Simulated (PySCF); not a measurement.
CHClF₂. Atoms are numbered in the order given.

```xyz
5

F     -1.0271     0.1532     1.0790
C     -0.4447    -0.3585     0.0000
F     -1.0271     0.1532    -1.0790
Cl     1.2765     0.0499     0.0000
H     -0.5454    -1.4548     0.0000
```
Charge 0, spin multiplicity 1.

Coordinates come from a PBE0-D3(BJ)/def2-SVP optimisation.

All values below come from KT2/pcSseg-2 run with PySCF.

GIAO shieldings, no solvent; atoms alike by connectivity are averaged. δ = σ(ref) − σ: ¹⁹F against CFCl3 (σ = 125.1 ppm); ¹³C against TMS (σ = 184.2 ppm); ³⁵Cl against HCl (σ = 945.0 ppm); ¹H against TMS (σ = 31.47 ppm), references at their B3LYP-D3(BJ)/def2-TZVP geometries, non-relativistic (without spin–orbit terms, shifts of atoms bonded to Cl or Br come out too high).

```csv
nucleus,atoms,count,δ (ppm)
¹⁹F,"F1, F3",2,-106.2
¹³C,C2,1,131.5
³⁵Cl,Cl4,1,322.3
¹H,H5,1,7.74
```
